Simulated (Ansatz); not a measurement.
Species: sum formula SiN₃H₇, net charge 0, singlet state. 
Coordinates optimised at B3LYP-D3(BJ)/def2-TZVP (Ansatz, a quantum-chemistry and plane-wave program):
SMILES: N[SiH](N)N
```xyz
11

Si    -0.0661     0.0789     0.3259
N     -0.7343     1.3958    -0.5554
N     -0.7907    -1.3052    -0.3799
N      1.6148    -0.2844     0.3280
H     -0.3515     0.4241     1.7414
H     -0.7427     2.3227    -0.1611
H     -0.7094     1.4218    -1.5629
H     -0.4648    -2.2283    -0.1449
H     -1.7649    -1.2984    -0.6338
H      2.2392     0.1899     0.9603
H      2.0905    -0.5808    -0.5100
```
Charge 0, spin multiplicity 1.

Parts of the frozen-core correlation energy in aug-cc-pV(T+d)Z (Ansatz, hartree). Frozen orbitals: 8; correlated occupied orbitals by spin: 13 and 13; virtual: 333 and 333. Spin-orbit coupling is left out. No relativistic terms.

| term | value |
|---|---|
| reference (HF) | -456.55477 |
| MP2 opposite-spin | -0.60581 |
| MP2 same-spin | -0.18450 |
| CCSD correlation | -0.82117 |
| (T) | -0.03198 |
| T1 diagnostic | 0.010 |
| largest doubles amplitude | 0.009 |
